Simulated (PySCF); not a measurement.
CH₄O₃, SMILES OC(O)O. Geometry: r2SCAN-D4/def2-SVP. The values are those of a single conformer.

Give the equilibrium geometry at r2SCAN-D4/def2-SVP (PySCF confirms it by a frequency run) as a Z-matrix, and its point group. (An estimate is asked for; the answer gives what the named calculation found.)

This is not unique; one that fits is point group Cs.
```
C
O 1 1.3851
H 2 0.9662 1 106.46
O 1 1.3851 2 104.17 3 179.40
H 4 0.9662 1 106.46 2 -179.40
O 1 1.3984 2 112.13 3 57.94
H 6 0.9718 1 105.38 2 58.39
H 1 1.1127 2 112.19 3 -59.02
```
Charge 0, spin multiplicity 1.
